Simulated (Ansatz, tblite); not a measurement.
Cost and result up the ladder for the cluster GeBr2⁺ (the lowest doublet isomer of a short search) (3 atoms). Total charge 1; doublet. Geometry: r2SCAN-D4/def2-TZVP.

```xyz
3

Ge   -0.428   -0.058   -0.589
Br    1.057    1.606   -0.474
Br   -0.629   -1.548    1.063
```

Ansatz on 4 threads of Intel Xeon on a shared host; xTB runs through tblite on one thread. Times are rough, summed over both states, and most runs start from the orbitals of an earlier one. PBE-QIDH/def2-TZVP serves as the yardstick here, not as an exact answer. Differences are given only for rows in sets of like size (and for xTB, whose basis is part of the method), since another set adds its own error. The other state is a quartet at its own geometry.

The xTB rows come from tblite. Correlated methods freeze 27 core orbitals; core or outer-core shells of Ge, Br are correlated, in sets that lack core-valence functions. The rows differ in basis, and correlated rows in double-zeta sets carry the largest basis error. In CCSD on the charge 1 quartet the largest single amplitude is 0.30, so its Hartree–Fock determinant may place the open shell otherwise than the density functionals do. The structure comes from a short search, and lower isomers may exist.

Correlated methods converge slowly with the basis, most of all in double-zeta sets (MP2 moves by 0.12 eV from def2-SVP to def2-TZVP here).

xTB has no spin-polarisation term.

```tsv
level	functions	quartet − doublet (eV)	difference from PBE-QIDH/def2-TZVP (eV)
LDA (SPW92)/def2-TZVP	144	3.52	-0.03
GFN1-xTB	27	4.54	0.98
PBE0-D4/def2-TZVP (with forces)	144	3.39	-0.16
CAM-B3LYP-D4/def2-TZVP	144	3.54	-0.02
PBE-QIDH/def2-TZVP	144	3.55	0.00
PBE-D4/def2-TZVP	144	3.31	-0.24
BHLYP-D4/def2-TZVP	144	3.51	-0.05
RPA@PBE/def2-TZVP	144	3.24	-0.31
GFN2-xTB	27	4.27	0.71
CCSD(T)/def2-SVP	96	3.44	–
r2SCAN-D4/def2-TZVP	144	3.32	-0.23
B2PLYP/def2-TZVP	144	3.52	-0.03
MP2/def2-TZVP	144	3.86	0.31
```

(1) Estimate how long each takes.

Results:

(1) GFN1-xTB 0.006 s; GFN2-xTB 0.009 s; LDA (SPW92)/def2-TZVP 2.4 s; PBE-D4/def2-TZVP 3.9 s; RPA@PBE/def2-TZVP 5.9 s; r2SCAN-D4/def2-TZVP 7.8 s; PBE0-D4/def2-TZVP (with forces) 8.1 s; BHLYP-D4/def2-TZVP 9.6 s; CAM-B3LYP-D4/def2-TZVP 9.7 s; MP2/def2-TZVP 11 s; B2PLYP/def2-TZVP 11 s; PBE-QIDH/def2-TZVP 12 s; CCSD(T)/def2-SVP 17 s. On shared hardware such times vary by a factor of up to 3.
